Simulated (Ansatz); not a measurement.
A structure relaxed at PBE0-D4/def2-TZVP, charge 0, multiplicity 1:

Cartesian coordinates in Å:
```
O 1.9411 0.3701 -0.2199
P 0.4269 1.0127 -0.3048
Si -0.8444 -0.8166 -0.7707
S -0.2717 1.0936 1.6871
H 2.0188 -0.4028 0.3500
H -0.6902 -1.8520 0.2910
H -0.3751 -1.3785 -2.0641
H -2.2657 -0.4040 -0.8808
H 0.0603 2.3776 1.9123
```

Give its formula and SMILES.

H5OPSSi, `OP([SiH3])S`.

Summarise the bond lengths by kind.

1 × O–P 1.647 Å; 1 × H–O 0.964 Å; 1 × P–Si 2.276 Å; 1 × P–S 2.112 Å; 3 × H–Si 1.484 to 1.491 Å; 1 × H–S 1.345 Å.

Program: Ansatz 0.2.0.
